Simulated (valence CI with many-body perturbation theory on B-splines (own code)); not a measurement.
Values are calculated unless marked as measured or tabulated.
**Sensitivity of CI+MBPT for Nb³⁴⁺**

Method: valence CI with perturbative core correlation (CI+MBPT): five valence electrons over a frozen Dirac-Fock core [He], a basis of 6 s, 6 p, 5 d, 3 f, 1 g functions for each j, with the one-electron correlation potential Σ1, the two-electron term Σ2, the three-electron term Σ3, Breit, model QED; selected CI, second order for the rest, scaled by the run's own slope (own B-spline code, finite nucleus).

No measured spectrum was set against this ion. As an estimate, large intervals hold to a few tenths of a per cent, small ones and those within an open d or f shell to about a per cent. Among the levels kept, up to 2500 cm⁻¹ of a level comes from second order outside the variational space, and about a tenth of that is noise between levels of different J, which matters for small intervals.

The reference run has the lowest level (2s^2 2p1/2^2 2p3/2) J=3/2 and an ionisation energy of 4542.48 eV. Its largest variational space holds 12641 state functions.

Levels are named by their leading jj configuration (3d3/2^4 stands for four electrons in 3d with j = 3/2), which in mixed levels can hold well under half, so a name can repeat and another be missing. Letters in brackets count levels of one name in rising energy.

Changed runs:
A. Breit term on → off; QED terms on → off
B. screening of Σ1 on → off; selection threshold (hartree) 2e-08 → 2e-07
C. averaging of valence orbitals over low configurations on → off
D. box radius (bohr) 1.6677 → 0.87 (bad on purpose)

Excitation energies of the reference run in cm⁻¹, and shifts in cm⁻¹:

```
                       Level  Reference       A        B        C       D
  (2s^2 2p1/2 2p3/2^2) J=3/2     709790  +11641     -0.2     -2.0    -2.7
  (2s^2 2p1/2 2p3/2^2) J=5/2     833788  +24434     -0.2     -2.0    +8.4
  (2s^2 2p1/2 2p3/2^2) J=1/2     997228   +9817     -0.3      +18    +3.1
        (2s^2 2p3/2^3) J=3/2    1708490  +27471     -0.4      +12    +1.8
  (2s 2p1/2^2 2p3/2^2) J=5/2    1916220  +20959     +1.0      +48     +13
  (2s 2p1/2^2 2p3/2^2) J=1/2    2272550  +11385     +0.9      +62     +20
  (2s 2p1/2^2 2p3/2^2) J=3/2    2276710  +18573     +0.9      +50     +16
(2s 2p1/2 2p3/2^3) J=3/2 [a]    2788740  +25759     +0.8      +55     +17
    (2s 2p1/2 2p3/2^3) J=5/2    2964640  +37927     +0.8      +54     +20
    (2s 2p1/2 2p3/2^3) J=1/2    3147830  +25588     +0.7      +49     +16
(2s 2p1/2 2p3/2^3) J=3/2 [b]    3243190  +33590     +0.7      +43     +18
          (2s 2p3/2^4) J=1/2    4001480  +38827     +0.5      +55     +19
      Ionisation energy (eV)    4542.48   +2.25  -0.0015  -0.0036  -0.004
```
